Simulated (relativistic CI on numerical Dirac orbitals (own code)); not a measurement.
## Sc2+ in a cubic cluster: 2p photoemission with charge transfer

Computed with a charge-transfer multiplet model of a cubic metal-ligand cluster with up to 2 ligand holes, Slater and spin-orbit integrals from Dirac-Coulomb-Breit ions, Slater integrals scaled by 0.9. The ground state mixes d1 with configurations of k ligand holes L, whose averages lie at kΔ + k(k − 1)U_dd/2; a core hole lowers each added d electron by U_cd. 20 K, Lorentzian 0.6 eV and Gaussian 0.8 eV FWHM.

Atomic integrals in eV (Slater integrals scaled, ζ unscaled), ground: F2dd 5.299, F4dd 3.246, zeta_d 0.008; with the core hole: F2dd 5.299, F4dd 3.246, zeta_d 0.020, zeta_core 3.005, F2cd 4.627, G1cd 3.325, G3cd 1.884. Where a configuration has fewer than two d electrons, the dd integrals are those of d2.

Cluster parameters (eV): U_dd = 3.9, U_cd = 4.6, 10Dq = 1, 10Dq(ligand) = 1.1, V(eg) = 2.75, V(t2g) = -1.17, final-state hopping factor = 1.

| Case | n_d | d1 | d2L | d3L2 | S |
| --- | --- | --- | --- | --- | --- |
| Δ = 5.9 eV | 1.48 | 0.58 | 0.37 | 0.05 | 0.50 |
| Δ = 7.9 eV | 1.36 | 0.67 | 0.29 | 0.03 | 0.50 |
| Δ = 8.9 eV | 1.31 | 0.71 | 0.26 | 0.03 | 0.50 |

Weights, n_d and S are thermal averages at 20 K. Binding energies count from the first peak over 30 % of the highest in each spectrum, which can be another peak from case to case. The parameters are a model scan and need not match a compound or its usual spin state. Peaks in eV (height, largest 100):
- Δ = 5.9 eV: 0.0 (100), 4.5 (42), 10.2 (9)
- Δ = 7.9 eV: 0.0 (100), 4.5 (45), 10.1 (7)
- Δ = 8.9 eV: 0.0 (100), 4.5 (47), 7.2 (8), 10.3 (6)

For the case Δ = 5.9 eV, Δ = 5.9 eV is larger than U_dd = 3.9 eV, the Mott-Hubbard side of the Zaanen-Sawatzky-Allen scheme. With the core hole the configuration with one ligand hole lies at Δ − U_cd = 1.3, 3.3, 4.3 eV from the one without, in the order of the table; where this is negative the screened configuration lies lower, though the effective hopping of about 5.8 eV (from the holes of the mixed ground state) mixes the two strongly wherever it is as large as the gap.
